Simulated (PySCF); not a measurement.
Compound: C₆H₄NOS (doublet state).
Cartesian coordinates in Å at the GFN2-xTB level; atoms count from 1:
```xyz
13
C6H4NOS angstrom
C      1.7046    0.1965   -0.8841
C      0.3906   -0.3913   -0.5435
C     -0.1464   -1.5772   -0.7773
O     -1.3999   -1.7396   -0.2939
C     -1.7936   -0.6171    0.3187
S     -3.2511   -0.4419    1.0034
C     -0.6828    0.4024    0.2436
C     -0.1912    0.7743    1.5453
N      0.2453    1.0390    2.5671
H      2.3344   -0.5525   -1.3545
H      1.5827    1.0357   -1.5701
H      2.1994    0.5642    0.0152
H     -0.9964    1.3081   -0.2875
```

As a line formula: `CC1=[C]OC(=S)[C@H]1C#N` [radical].

The calculation used UKS B3LYP, pcH-1 on C H N O S, non-relativistic, mean-field spin-orbit, GIAO in PySCF 2.14.0. Isolated species at its GFN2-xTB geometry, gas phase. Couplings are sensitive to structure, and on GFN2-xTB geometries they can be far from those on DFT ones. The SCF solution wasn't tested for stability.

Problem. Break the g tensor into its mass correction, gauge correction and orbital-Zeeman/spin–orbit terms.

Solution. 
| Δg (ppm) | 1 | 2 | 3 |
| --- | --- | --- | --- |
| relativistic mass correction | -190 | -190 | -190 |
| gauge correction | 18 | 28 | -23 |
| orbital Zeeman/spin–orbit | -1587 | -3 | 2363 |
| total | -1759 | -166 | 2150 |

So g = 2.00056, 2.00215, 2.00447 and g_iso = 2.00239; the tensor is rhombic: the two nearest values differ by 41 % of g3 − g1. Axes: g1 points within 1° of the C3–O4 bond.

Problem. What are the electron Larmor frequencies g μB B/h along the three axes at 3350 mT?

Solution. 93.8011, 93.8758, 93.9844 GHz for g1, g2 and g3, a range of 183.3 MHz.

Problem. What effective moment and Curie constant follow for a powder?

Solution. With the mean of g² = 4.0096 and S(S+1) = 0.75: μ_eff = √(⟨g²⟩S(S+1)) = 1.734 μB and χT = 0.12505·⟨g²⟩·S(S+1) = 0.376 cm³ K/mol (cgs; spin-Hamiltonian part alone).

Problem. In a frozen sample, at which fields do the three g values resonate at 9.5, 34, 94 and 263 GHz (hyperfine left aside), and which band first spreads them over more than twice a line width of 1.0 mT?

Solution. 
| band | GHz | B(g3) mT | B(g2) mT | B(g1) mT | spread mT |
| --- | --- | --- | --- | --- | --- |
| X | 9.5 | 338.62 | 339.01 | 339.28 | 0.66 |
| Q | 34.0 | 1211.90 | 1213.30 | 1214.27 | 2.37 |
| W | 94.0 | 3350.56 | 3354.43 | 3357.10 | 6.55 |
| J | 263.0 | 9374.43 | 9385.27 | 9392.74 | 18.31 |

The spread grows in proportion to the frequency. Q band is the first where it exceeds 2.0 mT.

The Mulliken spin populations are largest on C3 (+0.97), C2 (-0.13), C7 (+0.07) and S6 (+0.07). C3 is the only atom above +0.15. The positive populations add up to 1.16 and the negative ones to -0.16, together 2S = 1.

The HOMO–LUMO gaps are 4.32 eV among the α and 2.64 eV among the β orbitals.

Hardware: an Arm Neoverse V2 with one thread, no GPU (shared host). Cost: 93 s (grids of density and orbitals included), 0.97 GiB resident at most.
